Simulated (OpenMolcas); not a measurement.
Cu3+: effect of correlating more closed shells

```
Program             : OpenMolcas 26.06
Basis               : ANO-L-VTZP [6s5p3d2f1g]
Scalar Hamiltonian  : non-relativistic, point nucleus
Active space        : 8 electrons in 5 orbitals (3d)
State averaging     : 2S+1 = 3 even, 10 roots; 2S+1 = 1 even, 15 roots
Spin-orbit coupling : RASSI with atomic mean-field integrals over the reference wave functions, term energies averaged over their components
```

Methods on the same reference wave functions:
A. CASSCF
B. SS-CASPT2, IPEA 0.25 Eh, imaginary shift 0.1 Eh (closed shells correlated: 3s 3p)
C. SS-CASPT2, IPEA 0.25 Eh, imaginary shift 0.1 Eh (closed shells correlated: 2s 2p 3s 3p)

Energies in cm⁻¹ above 3d⁸ ³F₄, the measured ground level; measured values from Sugar and Musgrove, J. Phys. Chem. Ref. Data 19, 527 (1990).

| Level | A | B | C | Measured |
| --- | --- | --- | --- | --- |
| 3d⁸ ³F₄ | 0.0 | 0.0 | 0.0 | 0.0 |
| 3d⁸ ³F₃ | 1852 | 1855 | 1855 | 1861 |
| 3d⁸ ³F₂ | 3103 | 3070 | 3070 | 3078 |
| 3d⁸ ¹D₂ | 19729 | 15780 | 15710 | 16248 |
| 3d⁸ ³P₂ | 23925 | 20100 | 20030 | 19697 |
| 3d⁸ ³P₁ | 24373 | 20570 | 20490 | 20097 |
| 3d⁸ ³P₀ | 24727 | 20900 | 20830 | 20423 |
| 3d⁸ ¹G₄ | 30586 | 27330 | 27310 | 26913 |
| 3d⁸ ¹S₀ | 73502 | 62330 | 62140 | 61456 |

Deviations, from unrounded energies. A percentage is the sum of absolute deviations over the sum of measured energies, with the sign that they share, or ± where signs differ.

| Against measurement | Levels | A | B | C |
| --- | --- | --- | --- | --- |
| mean absolute deviation (cm-1) | 8 | 4000 | 390 | 350 |
| fine structure of the ground term (%) | 2 | ±0.7 | -0.3 | -0.3 |
| other terms of the ground configuration (%) | 6 | +19.4 | ±1.9 | ±1.7 |

C lies closest to measurement on these levels and A furthest from it. The largest miss of C in the table is 3d⁸ ¹S₀, by +680 cm-1. The ranking rests on the paired levels alone, and a cruder setting can come out closer through cancelling errors.

Between B and C the level of the table that moves most is 3d⁸ ¹S₀, by 190 cm-1 (lowest in C, highest in B). Moves below CASPT2's spread within the term are not significant.

The mean deviations of B to C differ by less than CASPT2's widest spread within a term (680 cm-1), so their order carries little weight.

From A to B the spin-free energies of the other terms of 3d⁸ shown, above ³F, scale by factors of 0.79 to 0.89, as is usual when dynamic correlation screens the repulsion within a d or f shell.

The lowest spin-free term lies below A's lowest term by 0.566 hartree in B, 0.607 hartree in C.

What an inner shell adds also hangs on whether the basis holds functions to correlate it.

CASPT2 does not keep the components of a term degenerate, so their means are used; among the terms shown or strongly mixed into the levels shown the widest spread is 680 cm-1 (3d⁸ ¹G, C). Without dynamic correlation excited terms often stand tens of per cent too high (terms of higher spin than the ground term too low), and those without a measured partner can miss by more than the paired ones (holds for A). Measured partners are found by configuration, term and J. A level has none where our copy of the source lacks it or the pairing is in doubt (some pairs that miss far off the trend of their configuration count as doubtful), and it then counts in no deviation. Levels of configurations outside the active space are missing.
